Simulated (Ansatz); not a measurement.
CH2OS, SMILES `O[C]S` (lower singlet; H–O–C–S torsion 0°, O–C–S–H torsion 180°) (charge 0, multiplicity 1). This singlet lies 1.52 eV below the relaxed triplet at the level frozen-core CCSD(T)/cc-pVTZ // PBE0-D3(BJ)/def2-TZVP (Ansatz, an electronic-structure program).

Computed with frozen-core fic-MRCISD+Q@CASSCF(2e,2o)/cc-pVTZ // PBE0-D3(BJ)/def2-TZVP in Ansatz.

Ansatz 0.2 input:
```yaml
crystal:
  periodic: [false, false, false]
  atoms:
    - { symbol: O, position_ang: [-1.382139, 0.336633, -0.024209] }
    - { symbol: C, position_ang: [-0.137255, 0.73733, -0.048443] }
    - { symbol: S, position_ang: [0.973813, -0.604067, 0.041067] }
    - { symbol: H, position_ang: [-1.530121, -0.62702, 0.038614] }
    - { symbol: H, position_ang: [2.075701, 0.157125, -0.007029] }
basis:
  gaussian: { orbitals: cc-pVTZ }
correlation:
  method: fic_mrcisd_q
  active_space: { window: { electrons: 2, orbitals: 2 } }
```

Output:

```
Functional definition: HF
718 factors; integrals over basis functions are off by at most 1.2e-3 eV
mean field evaluation 1: about -13914.1514 eV, gradient 2.7e1 eV
mean field evaluation 2: about -13914.1584 eV, gradient 2.7e1 eV
mean field evaluation 4: about -13915.9087 eV, gradient 3.6e0 eV
mean field evaluation 8: about -13915.9914 eV, gradient 1.3e-1 eV
mean field -13915.99155023 eV, -511.4032568732 hartree, gradient 2.0e-6 eV, S^2 0.000000; 0 other end points of the search recorded, 0 dependent functions left out; unrestricted orbitals would lower it
reference -13915.99155023 eV, -511.4032568732 hartree; 16, 16 occupied and 106, 106 virtual orbitals, 718 factors
state -13916.57457294 eV, -511.4246825625 hartree
contracted CI cycle   1: correlation 0.00000000 eV, 0.0000000000 hartree, residual 4.23e1 eV
contracted CI cycle   2: correlation -13.03667622 eV, -0.4790890146 hartree, residual 6.86e0 eV
contracted CI cycle   3: correlation -13.43602224 eV, -0.4937647102 hartree, residual 1.55e0 eV
contracted CI cycle   4: correlation -13.45901710 eV, -0.4946097556 hartree, residual 4.31e-1 eV
contracted CI cycle   5: correlation -13.46121744 eV, -0.4946906165 hartree, residual 1.62e-1 eV
contracted CI cycle   6: correlation -13.46148131 eV, -0.4947003135 hartree, residual 6.30e-2 eV
contracted CI cycle   7: correlation -13.46152644 eV, -0.4947019720 hartree, residual 2.42e-2 eV
contracted CI cycle   8: correlation -13.46153274 eV, -0.4947022036 hartree, residual 8.22e-3 eV
contracted CI cycle   9: correlation -13.46153354 eV, -0.4947022331 hartree, residual 3.09e-3 eV
contracted CI cycle  10: correlation -13.46153364 eV, -0.4947022368 hartree, residual 1.12e-3 eV
state -13916.57457294 eV, -511.4246825625 hartree; corrected -13931.99924203 eV, -511.9915286964 hartree
state -13916.46916942 eV, -511.4208090545 hartree
contracted CI cycle   1: correlation 0.00000000 eV, 0.0000000000 hartree, residual 4.27e1 eV
contracted CI cycle   2: correlation -13.18895993 eV, -0.4846853375 hartree, residual 6.16e0 eV
contracted CI cycle   3: correlation -13.54338050 eV, -0.4977100535 hartree, residual 1.56e0 eV
contracted CI cycle   4: correlation -13.56984521 eV, -0.4986826134 hartree, residual 5.41e-1 eV
contracted CI cycle   5: correlation -13.57393636 eV, -0.4988329606 hartree, residual 2.03e-1 eV
contracted CI cycle   6: correlation -13.57440902 eV, -0.4988503306 hartree, residual 6.24e-2 eV
contracted CI cycle   7: correlation -13.57445185 eV, -0.4988519044 hartree, residual 1.85e-2 eV
contracted CI cycle   8: correlation -13.57445535 eV, -0.4988520329 hartree, residual 5.52e-3 eV
contracted CI cycle   9: correlation -13.57445566 eV, -0.4988520443 hartree, residual 1.60e-3 eV
contracted CI cycle  10: correlation -13.57445568 eV, -0.4988520453 hartree, residual 5.54e-4 eV
state -13916.46916942 eV, -511.4208090545 hartree; corrected -13931.99456182 eV, -511.9913567019 hartree
state -13916.57457294 eV, -511.4246825625 hartree; corrected -13931.99924203 eV, -511.9915286964 hartree
state -13916.39554849 eV, -511.4181035354 hartree
contracted CI cycle   1: correlation 0.00000000 eV, 0.0000000000 hartree, residual 4.27e1 eV
contracted CI cycle   2: correlation -13.18190996 eV, -0.4844262559 hartree, residual 6.55e0 eV
contracted CI cycle   3: correlation -13.58515678 eV, -0.4992453033 hartree, residual 1.56e0 eV
contracted CI cycle   4: correlation -13.61103561 eV, -0.5001963329 hartree, residual 5.04e-1 eV
contracted CI cycle   5: correlation -13.61407074 eV, -0.5003078718 hartree, residual 1.71e-1 eV
contracted CI cycle   6: correlation -13.61441642 eV, -0.5003205754 hartree, residual 6.06e-2 eV
contracted CI cycle   7: correlation -13.61446115 eV, -0.5003222190 hartree, residual 2.33e-2 eV
contracted CI cycle   8: correlation -13.61446735 eV, -0.5003224468 hartree, residual 8.15e-3 eV
contracted CI cycle   9: correlation -13.61446808 eV, -0.5003224738 hartree, residual 2.53e-3 eV
contracted CI cycle  10: correlation -13.61446815 eV, -0.5003224764 hartree, residual 8.25e-4 eV
state -13916.39554849 eV, -511.4181035354 hartree; corrected -13931.99360025 eV, -511.9913213648 hartree
state -13916.57457294 eV, -511.4246825625 hartree; corrected -13931.99924203 eV, -511.9915286964 hartree
2 active orbitals were swapped for others, from the solution at -13916.46897086 eV, -511.4208017576 hartree to that at -13916.57456646 eV, -511.4246823242 hartree; typed "places" are swapped only where nearly empty or full, and so, without "given_window_search", are "orbital_numbers", "shells" and a window whose orbitals a file names under [Active]
Total energy: -13931.99924203 eV, -511.9915286964 hartree
```
